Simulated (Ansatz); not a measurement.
Reaction (isomerisation): `O=CN[SiH3]` → `O[SiH]1CN1`

Program: Ansatz. Geometries: PBE0-D4/def2-TZVP. ΔE: electronic, gas phase. CCSD(T)/CBS is the MP2 limit (def2-TZVPP, def2-QZVPP) plus CCSD(T) − MP2 in def2-TZVPP, frozen cores. Functionals use def2-TZVPP. B3LYP here is the variant with VWN-RPA as its local correlation; programs differ in this. One conformer a species, not always the lowest.

```tsv
level	ΔE (kJ/mol)
r2SCAN-D4	13.8
B3LYP-D4	26.3
B2PLYP	19.9
BLYP	34.3
RPA@PBE/def2-TZVPP	23.1
SCS-MP2/def2-TZVPP	14.0
CCSD/def2-TZVPP	12.4
CCSD/CBS(def2)	3.2
```

Task: What does CCSD(T)/CBS give? (Best estimate.)

Result: The calculation gave: +4.1 kJ/mol. The listed levels differ from it by 9.7, 22.2, 15.8, 30.2, 19.0, 9.9, 8.3, -0.9 kJ/mol.

Largest T1 diagnostic among the species: 0.015.

From PBE to PBE0 (25 % exact exchange), in def2-TZVPP and without D4, ΔE moves by −8.0 kJ/mol. In def2-TZVPP, CCSD(T) changes the Hartree–Fock value by −29.3 kJ/mol (the triples alone add +1.0 kJ/mol) and MP2 by −39.2 kJ/mol. At CCSD(T), def2-SVP lies +66.4 kJ/mol from the extrapolated value and def2-TZVPP +9.2 kJ/mol.
